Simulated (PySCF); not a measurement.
**Adding and removing an electron: SrLi**

PBE; PySCF, scalar-relativistic core potentials, basis sets Sr def2-SVPD with ECP28, Li def2-SVPD. Neutral (UKS): doublet (σ ↑), Re = 3.623 Å, ωe = 174 cm⁻¹, De = 0.37 eV, HOMO -2.75 eV, LUMO -2.15 eV.

SrLi⁻ (UKS): singlet (closed shell), Re = 3.905 Å, ωe = 139 cm⁻¹, De = 0.62 eV to Sr + Li⁻. The energies at the minima are -38.14083 hartree for SrLi and -38.16665 for SrLi⁻.

Task: Work out the adiabatic electron affinity, without and with harmonic zero-point energies (1 hartree = 27.2114 eV, 1 eV = 8065.5 cm⁻¹), and the change of the bond length.

Result: At PBE: 0.02582 hartree = 0.703 eV between the minima; the zero-point term (174.0 − 139.0)/2 cm⁻¹ = +0.002 eV makes it 0.705 eV. Re changes by +28.2 pm against the neutral. The electron enters a σ orbital; the charge polarises the partner, so the anion is bound more strongly.

Closed-shell solutions of metal pairs were not tested for spin polarisation, which can lower them a little. Weak bonds: SrLi. Basis-set superposition, not corrected here, can be much of De in a small basis, most of all at correlated wavefunction levels. For an ion De counts to the pair picked by the measured ionisation energies or electron affinities, which need not be the lowest pair at this level. The highest Kohn–Sham level is positive in this anion. Much of that is self-interaction error, but it also means that the finite basis helps to hold the extra electron. States were picked by a PBE0 search and need not be the measured ground states.
